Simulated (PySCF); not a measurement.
**How methods differ on the excitation energy of Br²⁺**

Br²⁺ [Ar] 3d10 4s2 4p3 (4S) → Br²⁺ [Ar] 3d10 4s2 4p2 5s1 (4P), as a difference of total energies. Calculation: PySCF 2.14, in aug-cc-pVDZ-PP with ECP10MDF; scalar relativity through the core potential. Correlated levels: valence: 3s2 3p6 3d10 frozen. The calculations carry no spin-orbit coupling.

```tsv
method	excitation energy (eV)
UHF	18.292
MP2 (valence)	18.284
SCS-MP2 (valence)	18.252
CCSD (valence)	18.244
CCSD(T) (valence)	18.231
CCSDT (valence)	18.230
```

**Question.** How much does correlation contribute at CCSD(T) (valence)?

**Answer.** 18.231 − (18.292) = -0.061 eV, measured against UHF.

The promoted electron is Rydberg-like, and one or two diffuse shells describe it only roughly, which tends to raise the upper state.

The coupled-cluster amplitudes are large for the upper state (T1 above 0.03 or a double amplitude above 0.15), so a single reference is strained.
